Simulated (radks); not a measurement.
Task: The mean radii <r> (bohr) of the occupied orbitals of an atom or ion are listed with their occupations. All-electron calculation, scalar-relativistic Kohn-Sham, BLYP, spin-polarised, spherical densities, point nucleus. Program: a radial shooting solver on a logarithmic mesh with Libxc functionals.

orbital  occ.      <r>
1s down     1  0.05846
1s up       1  0.05846
2s up       1   0.2672
2s down     1   0.2667
2p up       3   0.2358
2p down     3   0.2352
3s up       1   0.7937
3s down     1   0.7978
3p up       3   0.8271
3p down     3   0.8339
3d up       4   0.9134

Name the element and its charge. Open shells, if any, are filled with parallel spins first.

Result: Z = 26, iron, charge +4: Fe4+ in [Ar] 3d4. The 1s radius gives Z: for a bare nucleus <r> = (2 gamma + 1)/(2Z) with gamma = sqrt(1 - (Z/c)^2), 0.05699 bohr for Z = 26, and screening makes it slightly larger (0.05846 here). The occupations add up to 22, and the charge is Z minus that.
